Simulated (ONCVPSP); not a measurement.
# Ne (Z = 10), ONCV: configuration errors across variants

Ne, optimised norm-conserving Vanderbilt (ONCV), made with ONCVPSP 4.0.1 (PBE, scalar-relativistic). Core [He], reference 2s2 2p6. Waves: 2s: rc 0.50 bohr, ncon 3, nbas 7, qcut 15.8 1/bohr, 1 projector; 2p: rc 0.75 bohr, ncon 3, nbas 7, qcut 10.5 1/bohr, 2 projectors, debl 0.7 Ha; d scattering state at 0.16 Ha: rc 0.75 bohr, ncon 4, nbas 8, qcut 11.8 1/bohr, 2 projectors, debl 1.2 Ha. Local part: polynomial inside 0.30 bohr (lpopt 1, dvloc0 3 Ha). Core correction: Teter function fitted to the true core (icmod 2), fcfact 0.6.

All-electron excitation energies from the reference (eV): (1) 2s2 2p5 22.475; (2) 2s2 2p4 65.743; (3) 2s2 2p3 133.173; (4) 2s1 2p6 45.882.

1 further variants failed, have other tests or too few solved ones, and are left out.

Errors AE − PS in meV (a dash: test not solved or not reliable):

```tsv
change	(1)	(2)	(3)	(4)	bound ghosts	GHOST(+) flags above zero
base	-6.8	+25	+181	-3.7	none	p, d
core correction none	-7.3	+21	+167	-5.1	none	p, d
s: nproj 0; local potential the s channel	-7.3	+21	+164	-2.2	none	p, d
d: qcut 15.9	-6.8	+25	+181	-3.7	none	p
core correction Teter function fitted to the true core (icmod 2), fcfact 0.54	-6.8	+25	+181	-3.7	none	p, d
d: qcut 17.1	-6.8	+25	+181	-3.7	none	p
```

Question: Give the same row for: p: ncon 5, nbas 9.

Answer: +1.8, +32, +148, +2.4; bound ghosts: none; GHOST(+) flags above zero: p, d.
